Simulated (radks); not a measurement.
Question: These are the eigenvalues of the occupied orbitals of an atom or ion with whole-number occupations (eV). All-electron calculation, scalar-relativistic Kohn-Sham, exchange-only B88, spin-polarised, spherical densities, finite nucleus; Fermi nuclear charge, rms radius of each element as measured or else 0.836 A^(1/3) + 0.57 fm. Program: a radial shooting solver on a logarithmic mesh with Libxc functionals.

| orbital | eigenvalue |
|---|---|
| 1s down | -7620.836 |
| 1s up | -7620.833 |
| 2s up | -919.2130 |
| 2s down | -917.9931 |
| 2p up | -790.7283 |
| 2p down | -789.8051 |
| 3p up | -83.4453 |
| 3p down | -80.7685 |
| 3d up | -24.7545 |
| 3d down | -22.3021 |
| 4s up | -14.1937 |
| 4s down | -13.7303 |

Which element is it, and in what charge state? The configuration may be excited. Open shells, if any, are filled with parallel spins first.

Answer: Z = 27, cobalt, charge +1: Co+ in [Ne] 3p6 3d8 4s2. The list shows which subshells hold electrons but not how many an open one holds; the 1s level, -280.06 hartree, gives Z - s = 23.7 by -(Z - s)^2/2, which with screening and relativity narrows Z to a few neighbours, and the depths of the outer levels then fix element, charge and occupations together.
